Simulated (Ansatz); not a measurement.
Consider the isomerisation: `CSB[SiH3]` → `CBS[SiH3]`.

Gas-phase electronic energies from Ansatz, PBE0-D4/def2-TZVP geometries. CCSD(T)/CBS is the MP2 limit (def2-TZVPP, def2-QZVPP) plus CCSD(T) − MP2 in def2-TZVPP, frozen cores. DFT in def2-TZVPP. Each species was taken in one conformer, which may not be the lowest.

(1) Is it downhill or uphill in electronic energy at CCSD(T)/CBS, and by how much? (Estimate.)

(2) What do these levels give: revPBE-D4, B97M-V, r2SCANh-D4, B2PLYP, PBE, r2SCAN, HF/def2-SVP, CCSD/def2-SVP, HF/def2-TZVPP, CCSD/def2-TZVPP, MP2/def2-QZVPP, CCSD/CBS(def2)? (Best estimate.)

Largest T1 diagnostic among the species: 0.015.

Results:

(1) Computed: Downhill: ΔE = -111.9 kJ/mol.

(2) Computed: revPBE-D4 -100.2, B97M-V -111.7, r2SCANh-D4 -112.4, B2PLYP -111.7, PBE -99.7, r2SCAN -110.5, HF/def2-SVP -127.4, CCSD/def2-SVP -111.3, HF/def2-TZVPP -122.8, CCSD/def2-TZVPP -112.5, MP2/def2-QZVPP -120.3, CCSD/CBS(def2) -114.3 kJ/mol.

At CCSD(T), def2-SVP lies +3.6 kJ/mol from the extrapolated value and def2-TZVPP +1.9 kJ/mol. From BLYP to BHLYP (50 % exact exchange), in def2-TZVPP and without D4, ΔE moves by −13.9 kJ/mol.
